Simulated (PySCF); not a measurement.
Delta-SCF ions had no search for a lower state. Excitations are Tamm–Dancoff values on a coarser integration grid. The basis has no diffuse functions, so Rydberg states are missing or too high.

Cartesian coordinates (Å):
```xyz
5

O      2.0485    -0.0092    -0.0522
C      0.9208    -0.0016     0.0654
Si    -0.8789     0.0171     0.5554
H     -1.0504    -1.1449    -0.3998
H     -1.0401     1.1385    -0.4488
```
Charge 0, multiplicity 1.

Problem. Give the vertical ionisation energy (Delta-SCF), HOMO–LUMO gap, dipole moment, HOMO and T1 excitation (TDA) at the level PBE-D3(BJ)/def2-TZVP // PBE0-D4/def2-TZVP run with PySCF 2.14.0.

Solution. 
```
Item                                      Result
--------------------------------------  --------
vertical ionisation energy (Delta-SCF)   9.04 eV
HOMO–LUMO gap                            3.04 eV
dipole moment                             0.40 D
HOMO                                    -5.88 eV
T1 excitation (TDA)                      2.82 eV
```
